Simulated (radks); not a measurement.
Coulomb parameter of the 3d shell of neutral cobalt in the model configuration [Ar] 3d8 4s1, as a second difference U = [E(n + 0.25) + E(n - 0.25) - 2 E(n)] / (0.25)^2 with all orbitals relaxed. "Bare": the charge of the atom changes with n. "Screened": the 4s shell takes up the change at fixed total charge, which measures U(3d,3d) + U(4s,4s) - 2 U(3d,4s). Calculated with a radial shooting solver on a logarithmic mesh with Libxc functionals: scalar-relativistic Kohn-Sham, LDA (Slater exchange, Perdew-Wang correlation), spin-unpolarised, spherical densities, finite nucleus; Fermi nuclear charge, rms radius 3.7875 fm.

case                 configuration  E - E(n) (eV)
start                 [Ar] 3d8 4s1          0.000
bare +0.25         [Ar] 3d8.25 4s1         -0.811
bare -0.25         [Ar] 3d7.75 4s1          1.466
screened +0.25  [Ar] 3d8.25 4s0.75          0.094
screened -0.25  [Ar] 3d7.75 4s1.25          0.050

U(bare) = 10.473 eV, U(screened by 4s) = 2.305 eV, against the Slater integral F0(3d,3d) = 22.174 eV with frozen orbitals. The step up makes a negative ion, whose loosely bound charge lowers the bare value.
